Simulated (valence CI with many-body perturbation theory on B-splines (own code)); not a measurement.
# Hyperfine factors and g values of Ho61+

Calculated by configuration interaction combined with many-body perturbation theory (CI+MBPT): four valence electrons over a frozen Dirac-Fock core [He], a basis of 11 s, 11 p, 9 d, 7 f, 5 g, 2 h, 1 i functions for each j, with the one-electron correlation potential Σ1, the two-electron term Σ2, the three-electron term Σ3, Breit, model QED; selected CI, second order for the rest (own B-spline code, finite nucleus).

No measured spectrum was set against this ion. As an estimate, large intervals hold to a few tenths of a per cent, small ones and those within an open d or f shell to about a per cent. Among the levels kept, up to 280 cm⁻¹ of a level comes from second order outside the variational space, and about a tenth of that is noise between levels of different J, which matters for small intervals.

A/g_I is the dipole constant over the nuclear g factor μ/I (μ in nuclear magnetons, uniformly magnetised nucleus), B/Q the quadrupole constant per barn. Both hold the static response of the core; the bare values leave it out. Large factors of s and p1/2 electrons are usually good to 5 to 10 %; those of open d and f shells near neutrality can be off by tens of per cent, and small factors of p3/2, d and f electrons come from cancelling terms and can be off by a factor of two or in sign, in half-filled shells by more. B is blank for J = 1/2, where it vanishes, and for nearly pure S terms. Energies count from the lowest level. Levels with J = 0 are left out.

Levels are named by their leading jj configuration (3d3/2^4 stands for four electrons in 3d with j = 3/2), which in mixed levels can hold well under half, so a name can repeat and another be missing. Letters in brackets count levels of one name in rising energy.

```
                     Level  E (eV)      g  A/g_I (MHz)  A/g_I bare  B/Q (MHz/b)  B/Q bare
    (2s^2 2p1/2 2p3/2) J=1   892.1  1.474      -448000     -425000       597000    598000
    (2s^2 2p1/2 2p3/2) J=2   909.9  1.144      1660000     1670000      1110000   1110000
    (2s 2p1/2^2 2p3/2) J=2  1149.7  1.511      4130000     4110000      1130000   1130000
    (2s 2p1/2^2 2p3/2) J=1  1227.5  1.108     -2940000    -2870000       691000    692000
        (2s^2 2p3/2^2) J=2  1821.0  1.295       618000      632000        80100     80200
(2s 2p1/2 2p3/2^2) J=2 [a]  2016.8  1.550      2970000     2960000       231000    232000
    (2s 2p1/2 2p3/2^2) J=3  2058.8  1.301      3690000     3670000        -3960     -3990
(2s 2p1/2 2p3/2^2) J=1 [a]  2131.5  1.300     -3290000    -3220000      -418000   -419000
(2s 2p1/2 2p3/2^2) J=2 [b]  2141.4  1.053      -220000     -187000      -159000   -159000
(2s 2p1/2 2p3/2^2) J=1 [b]  2145.1  1.308      9080000     8990000       228000    229000
     (2p1/2^2 2p3/2^2) J=2  2414.5  1.314       574000      601000        75400     75500
          (2s 2p3/2^3) J=2  3000.4  1.431      4200000     4170000     -1210000  -1210000
          (2s 2p3/2^3) J=1  3076.0  1.167     -2990000    -2920000      -499000   -500000
       (2p1/2 2p3/2^3) J=1  3319.9  1.474      -490000     -447000      -592000   -593000
       (2p1/2 2p3/2^3) J=2  3337.9  1.126      1660000     1670000     -1260000  -1260000
       (2s^2 2p1/2 3s) J=1  8254.2  1.308      4600000     4570000       -13600    -13600
    (2s^2 2p1/2 3p1/2) J=1  8327.3  0.640      3170000     3160000        -3310     -3320
       (2s 2p1/2^2 3s) J=1  8483.2  2.011      9340000     9240000        10400     10400
    (2s 2p1/2^2 3p1/2) J=1  8567.6  1.356      8060000     7970000        -5240     -5240
    (2s^2 2p1/2 3p3/2) J=2  8611.3  1.149      1350000     1350000       344000    345000
    (2s^2 2p1/2 3p3/2) J=1  8613.3  1.508      -772000     -762000       168000    168000
    (2s^2 2p1/2 3d3/2) J=2  8669.8  0.746      1300000     1300000        73100     73600
    (2s^2 2p1/2 3d3/2) J=1  8694.7  0.831     -1020000    -1010000        27800     28100
    (2s^2 2p1/2 3d5/2) J=2  8754.3  1.282      -702000     -699000        66100     66600
    (2s^2 2p1/2 3d5/2) J=3  8758.1  1.097       848000      844000        61600     62300
    (2s 2p1/2^2 3p3/2) J=2  8847.2  1.506      3770000     3740000       336000    337000
    (2s 2p1/2^2 3p3/2) J=1  8852.0  1.131     -3480000    -3440000       178000    178000
    (2s 2p1/2^2 3d3/2) J=1  8904.9  0.463     -3580000    -3540000        29400     29700
    (2s 2p1/2^2 3d3/2) J=2  8910.6  1.123      3690000     3650000        57400     57900
    (2s 2p1/2^2 3d5/2) J=3  8986.7  1.336      2510000     2480000        54900     55500
    (2s 2p1/2^2 3d5/2) J=2  9003.3  1.025     -2330000    -2300000        46200     46700
```
